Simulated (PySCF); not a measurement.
Compound: C5H5F2 (doublet state).
Atom-mapped SMILES: `[F:1][C:2]1[CH2:3][C@@:4]12[CH2:5][C@H:6]2[F:7]` (hydrogens: H8, H9 on C3; H10, H11 on C5; H12 on C6)

The calculation used UKS B3LYP, IGLO-III on C F, pcH-1 on H, non-relativistic, mean-field spin-orbit, GIAO in PySCF 2.14.0. Isolated species at its PBE0-D3(BJ)/def2-SVP geometry, gas phase. The SCF solution wasn't tested for stability.

(1) The isotropic 19F couplings are +244.8, +13.3 MHz. Assign them to F1; F7.

(2) The isotropic 13C couplings are +450.5, +31.5, +5.8, -3.4, +2.3 MHz. Assign them to C2; C3; C4; C5; C6.

(3) The isotropic 1H couplings are +47.8, +24.5, +19.9, -3.9, -0.8 MHz. Assign them to H8; H9; H10; H11; H12.

Results:

(1) 
```
site  a_iso (MHz)  ρ(0) (bohr⁻³)         position  distance from C2 (Å)  bound to  spin population there  largest |T| (MHz)
  F1       +244.8        +0.0582   1 bond from C2                  1.32        C2                  +0.85              420.9
  F7        +13.3        +0.0032  3 bonds from C2                  3.24        C6                  +0.04               33.7
```

(2) 
```json
{"site": "C2", "a_iso (MHz)": "+450.5", "ρ(0) (bohr⁻³)": "+0.4007", "position": "largest spin population", "distance from C2 (Å)": "0.00", "spin population": "+0.85", "largest |T| (MHz)": "130.3"}
{"site": "C3", "a_iso (MHz)": "+2.3", "ρ(0) (bohr⁻³)": "+0.0020", "position": "1 bond from C2", "distance from C2 (Å)": "1.47", "spin population": "+0.01", "largest |T| (MHz)": "10.6"}
{"site": "C4", "a_iso (MHz)": "-3.4", "ρ(0) (bohr⁻³)": "-0.0030", "position": "1 bond from C2", "distance from C2 (Å)": "1.44", "spin population": "0.00", "largest |T| (MHz)": "12.4"}
{"site": "C5", "a_iso (MHz)": "+5.8", "ρ(0) (bohr⁻³)": "+0.0051", "position": "2 bonds from C2", "distance from C2 (Å)": "2.73", "spin population": "+0.02", "largest |T| (MHz)": "5.3"}
{"site": "C6", "a_iso (MHz)": "+31.5", "ρ(0) (bohr⁻³)": "+0.0281", "position": "2 bonds from C2", "distance from C2 (Å)": "2.73", "spin population": "+0.04", "largest |T| (MHz)": "9.9"}
```

(3) 
| site | a_iso (MHz) | ρ(0) (bohr⁻³) | position | distance from C2 (Å) | bound to | spin population there | largest \|T\| (MHz) |
| --- | --- | --- | --- | --- | --- | --- | --- |
| H8 | +47.8 | +0.0107 | β, 2 bonds from C2 | 2.23 | C3 | +0.01 | 10.7 |
| H9 | +19.9 | +0.0045 | β, 2 bonds from C2 | 2.21 | C3 | +0.01 | 7.3 |
| H10 | +24.5 | +0.0055 | γ, 3 bonds from C2 | 3.51 | C5 | +0.02 | 2.9 |
| H11 | -0.8 | -0.0002 | γ, 3 bonds from C2 | 3.06 | C5 | +0.02 | 4.2 |
| H12 | -3.9 | -0.0009 | γ, 3 bonds from C2 | 3.51 | C6 | +0.04 | 5.0 |

ρ(0) is the spin density at the nucleus and T the dipolar tensor. The largest Mulliken spin population is on C2 (+0.85). The angles at C2 add up to 313.8°, so it is pyramidal.

β density exceeds α density at some nuclei, such as C4 (-0.0030), spin density in bohr⁻³. In a single determinant that takes different orbitals for the two spins, that is spin polarisation.

The run took 1.7 min on Arm Neoverse N1, one thread, no GPU (shared host).
